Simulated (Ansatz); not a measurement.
This triplet lies 0.19 eV above the relaxed singlet at the level composite: frozen-core CCSD(T) with HF/cc-pVQZ and the correlation energy extrapolated as X^-3 from cc-pVTZ and cc-pVQZ, plus CCSDT(Q) minus CCSD(T) in cc-pVDZ // PBE0-D3(BJ)/def2-TZVP (Ansatz, an electronic-structure program); other levels give the other order.

These are PBE0-D3(BJ)/def2-TZVP in Ansatz values and carry that method's errors. No frequencies were computed at this level.

Ansatz 0.2 input:
```yaml
crystal:
  periodic: [false, false, false]
  atoms:
    - { symbol: Al, position_ang: [-0.748404, -0.003036, 0.111216] }
    - { symbol: Si, position_ang: [1.528336, -0.552233, 0.394676] }
    - { symbol: H, position_ang: [-1.828813, -0.689304, -0.812847] }
    - { symbol: H, position_ang: [-1.571215, 1.190214, 0.737941] }
    - { symbol: H, position_ang: [2.620096, 0.05436, -0.430987] }
basis:
  gaussian: { orbitals: def2-tzvp }
hamiltonian:
  xc: pbe0
  dispersion: d3bj
relax:
  max_steps: 150
magnetization:
  spin_polarized: true
  initial_magnetization: 2
```

Output:

```
Functional definition: PBE0
679 factors; their error is unknown
mean field evaluation 1: about -14513.4529 eV, gradient 8.8e0 eV
mean field evaluation 2: about -14513.9934 eV, gradient 3.8e0 eV
mean field evaluation 4: about -14514.1276 eV, gradient 3.2e-1 eV
mean field evaluation 8: about -14514.1734 eV, gradient 1.1e-2 eV
mean field -14514.17336553 eV, -533.3860331230 hartree, gradient 2.9e-5 eV, S^2 2.012735; 0 other end points of the search recorded, 0 dependent functions left out
reference -14514.17339815 eV, -533.3860343219 hartree; 16, 14 occupied and 76, 78 virtual orbitals, 679 factors
relax step   1: F+E_penalty+E_count = -14514.24390707 eV  Δ(F+E_penalty+E_count) = +0.000e0 eV  max|allowed force component| = 9.469e-1 eV/Å  Δτ_max = 0.0000 Å  (27 SCF iters, accepted)
these checks for a lower state are left out or cut short: starts, cluster_reference, orbital_swaps, neighbouring_geometries, increment
679 factors; their error is unknown
mean field evaluation 16: about -14514.2381 eV, gradient 3.3e0 eV
mean field -14514.33441809 eV, -533.3919516957 hartree, gradient 8.3e-6 eV, S^2 2.013835; 0 other end points of the search recorded, 0 dependent functions left out
reference -14514.33445031 eV, -533.3919528797 hartree; 16, 14 occupied and 76, 78 virtual orbitals, 679 factors
relax step   2: F+E_penalty+E_count = -14514.40532137 eV  Δ(F+E_penalty+E_count) = -1.614e-1 eV  max|allowed force component| = 3.407e-1 eV/Å  Δτ_max = 0.1957 Å  (31 SCF iters, accepted)
these checks for a lower state are left out or cut short: starts, cluster_reference, orbital_swaps, neighbouring_geometries, increment
679 factors; their error is unknown
mean field -14514.34789389 eV, -533.3924469220 hartree, gradient 6.7e-5 eV, S^2 2.013947; 0 other end points of the search recorded, 0 dependent functions left out
reference -14514.34792613 eV, -533.3924481068 hartree; 16, 14 occupied and 76, 78 virtual orbitals, 679 factors
relax step   3: F+E_penalty+E_count = -14514.41864256 eV  Δ(F+E_penalty+E_count) = -1.332e-2 eV  max|allowed force component| = 8.484e-2 eV/Å  Δτ_max = 0.0510 Å  (27 SCF iters, accepted)
these checks for a lower state are left out or cut short: starts, cluster_reference, orbital_swaps, neighbouring_geometries, increment
679 factors; their error is unknown
mean field evaluation 32: about -14514.3614 eV, gradient 7.2e-4 eV
mean field -14514.36137565 eV, -533.3929423677 hartree, gradient 2.0e-5 eV, S^2 2.013397; 0 other end points of the search recorded, 0 dependent functions left out
reference -14514.36140788 eV, -533.3929435520 hartree; 16, 14 occupied and 76, 78 virtual orbitals, 679 factors
relax step   4: F+E_penalty+E_count = -14514.43208828 eV  Δ(F+E_penalty+E_count) = -1.345e-2 eV  max|allowed force component| = 1.803e-1 eV/Å  Δτ_max = 0.0763 Å  (29 SCF iters, accepted)
these checks for a lower state are left out or cut short: starts, cluster_reference, orbital_swaps, neighbouring_geometries, increment
679 factors; their error is unknown
mean field -14514.41774934 eV, -533.3950140624 hartree, gradient 4.9e-5 eV, S^2 2.010223; 0 other end points of the search recorded, 0 dependent functions left out
reference -14514.41778190 eV, -533.3950152590 hartree; 16, 14 occupied and 76, 78 virtual orbitals, 679 factors
relax step   5: F+E_penalty+E_count = -14514.48840534 eV  Δ(F+E_penalty+E_count) = -5.632e-2 eV  max|allowed force component| = 6.062e-1 eV/Å  Δτ_max = 0.2000 Å  (31 SCF iters, accepted)
these checks for a lower state are left out or cut short: starts, cluster_reference, orbital_swaps, neighbouring_geometries, increment
679 factors; their error is unknown
mean field -14514.46006509 eV, -533.3965691376 hartree, gradient 1.5e-5 eV, S^2 2.008082; 0 other end points of the search recorded, 0 dependent functions left out
reference -14514.46009807 eV, -533.3965703497 hartree; 16, 14 occupied and 76, 78 virtual orbitals, 679 factors
relax step   6: F+E_penalty+E_count = -14514.53085367 eV  Δ(F+E_penalty+E_count) = -4.245e-2 eV  max|allowed force component| = 9.092e-1 eV/Å  Δτ_max = 0.1911 Å  (30 SCF iters, accepted)
these checks for a lower state are left out or cut short: starts, cluster_reference, orbital_swaps, neighbouring_geometries, increment
679 factors; their error is unknown
mean field -14514.55567805 eV, -533.4000828491 hartree, gradient 1.3e-5 eV, S^2 2.007713; 0 other end points of the search recorded, 0 dependent functions left out
reference -14514.55571102 eV, -533.4000840609 hartree; 16, 14 occupied and 76, 78 virtual orbitals, 679 factors
relax step   7: F+E_penalty+E_count = -14514.62707412 eV  Δ(F+E_penalty+E_count) = -9.622e-2 eV  max|allowed force component| = 1.214e-1 eV/Å  Δτ_max = 0.2000 Å  (30 SCF iters, accepted)
these checks for a lower state are left out or cut short: starts, cluster_reference, orbital_swaps, neighbouring_geometries, increment
679 factors; their error is unknown
mean field -14514.55711834 eV, -533.4001357790 hartree, gradient 2.6e-5 eV, S^2 2.007585; 0 other end points of the search recorded, 0 dependent functions left out
reference -14514.55715138 eV, -533.4001369929 hartree; 16, 14 occupied and 76, 78 virtual orbitals, 679 factors
relax step   8: F+E_penalty+E_count = -14514.62860674 eV  Δ(F+E_penalty+E_count) = -1.533e-3 eV  max|allowed force component| = 6.891e-2 eV/Å  Δτ_max = 0.0853 Å  (29 SCF iters, accepted)
these checks for a lower state are left out or cut short: starts, cluster_reference, orbital_swaps, neighbouring_geometries, increment
679 factors; their error is unknown
mean field evaluation 64: about -14514.5586 eV, gradient 5.5e-2 eV
mean field -14514.55861065 eV, -533.4001906202 hartree, gradient 5.5e-5 eV, S^2 2.007632; 0 other end points of the search recorded, 0 dependent functions left out
reference -14514.55864367 eV, -533.4001918338 hartree; 16, 14 occupied and 76, 78 virtual orbitals, 679 factors
relax step   9: F+E_penalty+E_count = -14514.63004654 eV  Δ(F+E_penalty+E_count) = -1.440e-3 eV  max|allowed force component| = 6.424e-3 eV/Å  Δτ_max = 0.0353 Å  (27 SCF iters, accepted)
679 factors; their error is unknown
mean field -14514.55861065 eV, -533.4001906202 hartree, gradient 5.5e-5 eV, S^2 2.007632; 1 other end points of the search recorded, 0 dependent functions left out
reference -14514.55864367 eV, -533.4001918338 hartree; 16, 14 occupied and 76, 78 virtual orbitals, 679 factors
Total energy: -14514.63007956 eV, -533.4028170544 hartree
Atom 0 at    -0.859632     0.008008    -0.015897 Å, force     0.001702     0.004492     0.006424 eV/Å
Atom 1 at     1.432045    -0.596736    -0.303867 Å, force     0.002625    -0.004894    -0.003800 eV/Å
Atom 2 at    -1.954847    -0.976121    -0.594908 Å, force     0.001229    -0.002358    -0.002675 eV/Å
Atom 3 at    -1.218505     1.356901     0.738398 Å, force    -0.000204     0.001325    -0.000773 eV/Å
Atom 4 at     2.600938     0.207949     0.176273 Å, force    -0.005353     0.001435     0.000825 eV/Å
Dipole moment:     0.029881    -0.002000    -0.001166 e Å
```

Cost: very roughly 21 core-seconds.
